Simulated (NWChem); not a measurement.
# Lowest excitation of thionyl fluoride (F₂OS)

```
S
O 1 1.4371
F 1 1.6164 2 106.71
F 1 1.6164 2 106.71 3 98.06
```
Charge 0, spin multiplicity 1.

All runs are NWChem calculations. Structure: optimised with PBE0/def2-SVP, a minimum by its harmonic frequencies.

Basis set: 6-31+G*.

The correlated methods keep 8 core orbitals frozen. B3LYP has NWChem's definition, with VWN1-RPA local correlation. The Pople sets run with spherical d functions. Coupled-cluster values serve here as a point of comparison, not as the truth.

Order these methods by the lowest vertical singlet excitation energy they give, lowest first: EOM-CCSD, TDA-CAM-B3LYP, TD-B3LYP, CIS, TD-PBE.

TD-PBE (6.21 eV), TD-B3LYP (6.35 eV), TDA-CAM-B3LYP (6.53 eV), EOM-CCSD (6.68 eV), CIS (7.40 eV)
